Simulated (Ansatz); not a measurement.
One change: `N=C(Cl)[SiH2][SiH3]` becomes `N=C(Cl)Br`.

Ansatz, PBE0-D4/def2-TZVP geometries, multiplicity 1. Each molecule was computed in one conformer, which needn't be the lowest.

Scalar relativity is left out up to krypton. Spin–orbit coupling is left out; it splits and shifts lone-pair levels of the heavy atoms by tenths of an eV.

```csv
property,`N=C(Cl)[SiH2][SiH3]`
size of the dipole moment (B3LYP/def2-TZVPP) / D,2.67
HOMO energy (PBE/def2-TZVPP) / eV,-6.56
LUMO energy (PBE/def2-TZVPP) / eV,-2.27
HOMO–LUMO gap (B3LYP/def2-TZVPP) / eV,6.22
"ideal-gas entropy at 298 K and 1 bar (rigid rotor, harmonic PBE0-D4/def2-TZVP) / J/(mol·K)",380
HOMO energy (PBE0/def2-TZVPP) / eV,-7.92
```

Give the same properties after the change, and the shifts. (Best estimate.)

Computed: 
```json
{"property": "size of the dipole moment (B3LYP/def2-TZVPP) / D", "`N=C(Cl)Br`": "1.15", "shift": "-1.52"}
{"property": "HOMO energy (PBE/def2-TZVPP) / eV", "`N=C(Cl)Br`": "-7.07", "shift": "-0.51"}
{"property": "LUMO energy (PBE/def2-TZVPP) / eV", "`N=C(Cl)Br`": "-2.08", "shift": "0.19"}
{"property": "HOMO–LUMO gap (B3LYP/def2-TZVPP) / eV", "`N=C(Cl)Br`": "6.92", "shift": "0.70"}
{"property": "ideal-gas entropy at 298 K and 1 bar (rigid rotor, harmonic PBE0-D4/def2-TZVP) / J/(mol·K)", "`N=C(Cl)Br`": "302", "shift": "-78"}
{"property": "HOMO energy (PBE0/def2-TZVPP) / eV", "`N=C(Cl)Br`": "-8.50", "shift": "-0.58"}
```

With PBE0 the HOMO falls by 0.58 eV and the LUMO rises by 0.23 eV, so the gap widens by about 0.81 eV. PBE moves the HOMO by -0.51 eV and ωB97M-V by -0.64 eV. The zero-point energy changes by -109.2 kJ/mol with -18 modes. Dipoles are sizes alone; their direction can turn. Modes under 60 cm⁻¹, often nearly free rotors, make the harmonic entropy too high.

Positive LUMOs are unbound, so they and the gaps depend on the basis.

B3LYP here is the variant with VWN-RPA as its local correlation; programs differ in this.
